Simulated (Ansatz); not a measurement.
Reaction (redistribution): `N[SiH]1C=C1S` + `C=C[SiH2]Cl` → `SC1=C[SiH2]1` + `C=C[SiH](N)Cl`

Isolated molecules relaxed with PBE0-D4/def2-TZVP in Ansatz; ΔE leaves out vibrations. CCSD(T)/CBS adds triple-zeta CCSD(T) − MP2 to the extrapolated MP2 energy (def2 sets, frozen cores). Functionals use def2-TZVPP. B3LYP here is the variant with VWN-RPA as its local correlation; programs differ in this. One conformer a species, not always the lowest.

| level | ΔE (kcal/mol) | difference from CCSD(T)/CBS |
| --- | --- | --- |
| r2SCAN-D4 | -0.7 | -0.1 |
| B3LYP-D4 | -0.8 | -0.2 |
| ωB97X-V | -0.5 | 0.1 |
| B2PLYP | -0.3 | 0.3 |
| PBE | -0.7 | -0.1 |
| PBE0 | -0.4 | 0.2 |
| MP2/def2-TZVPP | -0.7 | -0.1 |
| SCS-MP2/def2-TZVPP | -0.2 | 0.4 |
| CCSD/def2-TZVPP | -0.4 | 0.2 |
| CCSD(T)/def2-TZVPP | -0.7 | -0.1 |
| HF/def2-QZVPP | 1.5 | 2.1 |
| MP2/def2-QZVPP | -0.5 | 0.1 |
| SCS-MP2/def2-QZVPP | -0.1 | 0.5 |
| HF/CBS(def2) | 1.5 | 2.1 |
| MP2/CBS(def2) | -0.6 | 0.0 |
| CCSD/CBS(def2) | -0.3 | 0.3 |
| CCSD(T)/CBS | -0.6 | 0 |

Largest T1 diagnostic among the species: 0.014.

The D4 term adds −0.7 kcal/mol with B3LYP and −0.4 kcal/mol with PBE0; it sums over pairs of atoms, weighted by their polarisabilities, and B3LYP, whose exchange is more repulsive, gets the larger term. In def2-TZVPP, CCSD(T) changes the Hartree–Fock value by −2.1 kcal/mol (the triples alone add −0.3 kcal/mol) and MP2 by −2.0 kcal/mol.
